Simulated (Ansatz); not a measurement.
# AlBrFGeH+: where a starting geometry ends

The starting geometry of this gas-phase doublet was optimised with GFN2-xTB.

```
atom    x (Å)    y (Å)    z (Å)
  Al  -0.7622  -1.9619  -0.9986
  Br  -2.3841   0.9382  -3.0437
   F  -0.2963  -0.6271  -0.1410
  Ge  -2.8723  -0.1162  -1.0961
   H  -0.2397  -3.3090  -1.4982
```

Predict what becomes of its bonds when it is optimised with PBE-D3(BJ)/def2-SVP.

A new bond forms, giving a structure with Br2 bridging Al1 and Ge4, F3 bridging Ge4 and Al1, given below by its coordinates. Distances that change by over a tenth: Br2–Ge4 (2.27 → 2.67 Å), F3–Ge4 (2.79 → 2.15 Å). Contacts that close: Al1–Br2 (3.90 → 2.37 Å).

The energy falls by 0.59 eV over 16 steps:

| step | E − E(last) (eV) |
| --- | --- |
| 1 | 0.589 |
| 3 | 0.524 |
| 4 | 0.521 |
| 6 | 0.489 |
| 8 | 0.309 |
| 9 | 0.203 |
| 11 | 0.064 |
| 13 | 0.016 |
| 14 | 0.001 |
| 16 | 0.000 |

Final geometry (Å):

```xyz
5

Al   -0.9074   -1.6132   -1.5057
Br   -1.7897    0.0464   -2.9450
F    -0.7851   -0.5312   -0.1050
Ge   -2.8252    0.0328   -0.4835
H    -0.2472   -3.0107   -1.7387
```

No frequencies were run, so the end isn't proven a minimum. Open shells are spin-unrestricted. Run with Ansatz 0.2.0, 35 s on 2 threads of Intel(R) Xeon(R) Platinum 8375C CPU @ 2.90GHz (Ice Lake), with other jobs on the host.
